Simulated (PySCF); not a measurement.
Mo(O)(NH)(Cl)2 (Cl2HMoNO), SMILES [NH]=[Mo](=[O])([Cl])[Cl], multiplicity 1.

Coordinates come from a PBE-D3(BJ)/def2-SVP optimisation. The multiplicity is an assumed one; no other spin state was optimised. The structure was generated by enumeration; whether it is a known compound was not checked. The def2 effective core potentials stand for the cores of Mo; spin–orbit coupling is left out.

Calculation: r2SCAN/def2-TZVP (PySCF).

Symmetry labels are those of the subgroup Cs that the program uses (full group Cs).

Computed valence orbital energies around the gap with their symmetry:
| orbital | symmetry | energy (eV) |
|---|---|---|
| HOMO−7 | A' | -10.51 |
| HOMO−6 | A' | -10.48 |
| HOMO−5 | A' | -9.22 |
| HOMO−4 | A" | -9.18 |
| HOMO−3 | A' | -8.83 |
| HOMO−2 | A" | -8.57 |
| HOMO−1 | A" | -8.09 |
| HOMO | A' | -7.91 |
| LUMO | A' | -4.12 |
| LUMO+1 | A" | -3.53 |
| LUMO+2 | A" | -3.08 |
| LUMO+3 | A' | -2.59 |
